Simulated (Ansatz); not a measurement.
The same path of BrH + Cl4FHW (9 atoms, charge 0, multiplicity 1) was run 3 times with different band settings. Lost on the way: Br8–H9. Made: W1–Br8, F2–H9.

These are results of Ansatz, RKS PBE/def2-SVP, not measurements.

Relaxed end points:

```xyz
9
Properties=species:S:1:pos:R:3
W 0.029 -0.155 -0.108
F -0.261 0.040 1.769
H 1.447 -0.468 -0.954
Cl 1.256 1.768 0.240
Cl -2.142 -0.964 -0.309
Cl 0.735 -2.291 0.373
Cl -0.315 0.627 -2.260
Br -2.612 2.558 1.770
H -1.787 1.503 2.300
```

```xyz
9
Properties=species:S:1:pos:R:3
W -0.304 0.296 -0.252
F -0.854 -0.478 2.253
H 0.800 0.534 0.993
Cl 1.313 1.947 -0.783
Cl -2.437 -0.625 -0.295
Cl 0.742 -1.711 0.020
Cl -0.254 0.087 -2.561
Br -1.384 2.203 1.030
H -1.271 0.365 2.415
```

Common settings: climbing image yes; optimiser quadratic models (default); start path through a guess of the saddle point; force threshold 0.05 eV/Å; iteration limit 60; end points relaxed.

| run | movable images | spring |
| --- | --- | --- |
| 1 | 5 | 5.0 eV/Å² |
| 2 | 5 | 0.5 eV/Å² |
| 3 | 1 | 5.0 eV/Å² |

What does each run give, and how far can it be trusted?

Run 1: converged after 33 iterations, highest image 0.483 eV above the first end. The profile has 2 maxima (images 2, 5) with wells between them (image 3): this band takes more than one step, which may be the mechanism or a detour left from its start path. A vibrational analysis at the climbing image gives one clearly imaginary mode, 50i cm⁻¹: a first-order saddle point.
Run 2: converged after 46 iterations, highest image 0.483 eV above the first end. The profile has 2 maxima (images 1, 5) with wells between them (image 3): this band takes more than one step, which may be the mechanism or a detour left from its start path. Another band between the same ends (5 images) ends at a top of the same energy, where a vibrational analysis finds 1 clearly imaginary mode.
Run 3: converged after 35 iterations, highest image 0.446 eV above the first end. The order of the stationary point at the top wasn't checked. So few images can step over the top or miss a turn of the path.
The orbitals stay closed-shell, which can raise the energy where a bond breaks towards radicals; this wasn't checked here.
